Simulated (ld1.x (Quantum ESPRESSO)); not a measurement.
## Building the PAW potential for osmium (Os) (PBEsol, scalar-relativistic).

ld1.x (Quantum ESPRESSO) 7.5 input, shortened:

```
&input
   title='Os', zed=76., rel=1, dft='PBESOL', iswitch=3,
   config='[Xe] 4f14 5d6 6s2 6p0'
 /
 &inputp
   pseudotype=3, lpaw=.true., tm=.true., lloc=-1, rcloc=2.00,
   nlcc=.true., new_core_ps=.true., rcore=2.20,
   which_augfun='PSQ', rmatch_augfun_nc=.true.
 /
6
5S  1  0   2.00   0.00  1.55  2.15  0.0
6S  2  0   2.00   0.00  1.55  2.15  0.0
5P  2  1   6.00   0.00  1.65  2.10  0.0
6P  3  1   0.00   0.00  1.65  2.10  0.0
5D  3  2   6.00   0.00  1.90  2.55  0.0
5D  3  2   0.00   3.55  1.90  2.55  0.0
 &test
   configts(1)='5s2 5p6 5d6 6s2 6p0'
 /
```

All-electron outer shells of the reference configuration (PBEsol, scalar-relativistic, ld1.x):

```tsv
shell	level (eV)	outermost node (bohr)	outermost maximum (bohr)
4d	-272.70	0.21	0.44
5s	-91.60	0.51	0.91
4f	-52.02	–	0.40
5p	-50.86	0.55	1.03
5d	-6.29	0.60	1.36
6s	-6.19	1.20	2.48
6p	-1.23	1.44	3.51
```

Results:

```json
{"Configuration tests": "test run stopped at test 1 of 7 (negative rho)", "Lowest eigenvalue of the overlap operator": "-0.64 (p channel); it is negative, so in a basis up to 400 Ry S is not positive definite and the file is unfit for use", "Density cutoff estimated by the generator": "162 Ry"}
```

The ghost test of this file was not conclusive. Its overlap operator is not positive definite in a basis up to 400 Ry (lowest eigenvalue s -0.06, p -0.64), so the file is unfit for use: the generalised eigenproblem breaks down once the basis is large enough, and its test numbers describe a broken file.

Generation and tests took about 2.3 s on one core of a shared server CPU.
